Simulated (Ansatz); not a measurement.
Born–Oppenheimer molecular dynamics of F₄Si (5 atoms, charge 0, multiplicity 1). It starts from a relaxed structure.

All numbers below come from Ansatz 0.2.0, RKS B3LYP-D4/def2-SVP.

- ensemble: NVT, Langevin thermostat
- time step: 2 fs
- steps asked: 150
- set temperature: 700 K
- friction: 0.001 /fs
- seed: 927042

First frame:

```xyz
5
Properties=species:S:1:pos:R:3
Si 0.000 0.000 0.000
F 0.000 0.000 1.590
F 1.500 0.000 -0.529
F -0.749 1.298 -0.530
F -0.749 -1.298 -0.530
```

Question: How far do the bonds stretch over the last three quarters of this one trajectory? (Pairs bonded in most of those frames.)

Answer: 
```
  bond  mean (Å)  spread (Å)  shortest  longest
Si1–F2     1.599       0.049      1.51     1.69
Si1–F3     1.593       0.020      1.55     1.63
Si1–F4     1.593       0.027      1.54     1.64
Si1–F5     1.594       0.046      1.50     1.68
```

Mean temperature of the second half: 328 K. The mean temperature of the second half is 53 % below the set value. A run of 0.3 ps of so small a system gives no equilibrium averages.

Run time: 2.9 min on 1 thread of Intel(R) Xeon(R) 6975P-C (Granite Rapids), with other jobs on the host, peak memory 0.15 GiB.
